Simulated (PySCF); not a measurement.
```tsv
wavenumber (cm⁻¹)	absorption (km/mol per cm⁻¹)
0	0.004
13	0.005
26	0.006
40	0.008
53	0.011
66	0.017
79	0.032
93	0.081
106	0.256
119	0.126
132	0.043
146	0.022
159	0.015
172	0.012
185	0.010
198	0.009
212	0.009
225	0.010
238	0.010
251	0.011
265	0.013
278	0.015
291	0.017
304	0.021
318	0.027
331	0.036
344	0.052
357	0.083
370	0.154
384	0.381
397	1.300
410	0.956
423	0.293
437	0.133
450	0.078
463	0.055
476	0.043
489	0.038
503	0.036
516	0.036
529	0.039
542	0.044
556	0.052
569	0.065
582	0.085
595	0.119
609	0.181
622	0.311
635	0.650
648	1.901
661	5.080
675	1.801
688	0.626
701	0.301
714	0.175
728	0.114
741	0.080
754	0.060
767	0.046
781	0.037
```

This is the computed harmonic infrared spectrum of quintet MoFCl, Lorentzian lines of 20 cm⁻¹ full width. Level of theory: UPBE0/[Mo def2-TZVP with ECP28, F def2-TZVP, Cl def2-TZVP], scalar-relativistic core potentials, density fitting, no spin–orbit coupling, PySCF.

**Question.** Which bands make it up, and how are they assigned?

**Answer.** In Cs symmetry, counting bands above 1 % of the strongest: 108 cm⁻¹ (a', bend, 8.4 km/mol); 402 cm⁻¹ (a', stretch, 50 km/mol); 661 cm⁻¹ (a', stretch, 160 km/mol).

Other isomers or separated fragments may lie lower. Other spin states or occupations of the open shell can lie lower.
